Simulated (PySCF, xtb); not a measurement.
Al(Me)(NCO)(OH) (C2H4AlNO2), SMILES [CH3][Al]([OH])[N]=C=O. One conformer was computed; it need not be the lowest.

Harmonic wavenumbers (cm⁻¹) from xtb 6.7.1 with GFN2-xTB at its own minimum, in rising order: 46, 52, 76, 135, 189, 227, 365, 451, 461, 516, 523, 620, 623, 669, 921, 1276, 1437, 1447, 1473, 2486, 2972, 2982, 2986, 3773.

Question: What does PBE0-D3(BJ)/def2-SVP (PySCF) give at its own minimum? (An estimate is asked for; the answer gives what the named calculation found.)

Answer: 37, 61, 90, 178, 234, 238, 394, 494, 565, 640, 651, 666, 671, 730, 906, 1217, 1421, 1424, 1518, 2457, 3055, 3150, 3172, 3987. Paired by order, the mean absolute difference is 65 cm⁻¹ and the zero-point energies are 38.2 and 40.0 kcal/mol.
